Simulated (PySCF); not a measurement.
**Correlation energy of V (vanadium, neutral)**

[Ar] 3d3 4s1 4p1, one real determinant (an excited configuration). All numbers are calculated (PySCF 2.14, the non-relativistic Hamiltonian (point nucleus), in def2-QZVPPD). Frozen: [Ar]; 5 electrons correlated.

```tsv
level	correlation energy (mhartree)
CCSD	-42.21
(T)	-0.85
CCSD(T)	-43.06
```

Diagnostics: T1 = 0.016, D1 = 0.0411, largest double amplitude 0.038.

The real determinant used has ⟨L²⟩ near 14 against 20 for a pure G term, so it mixes terms.

Cost of the coupled-cluster step: about 30 core-seconds, for 5 correlated electrons.

The reference is one real determinant that mixes LS terms of this configuration.
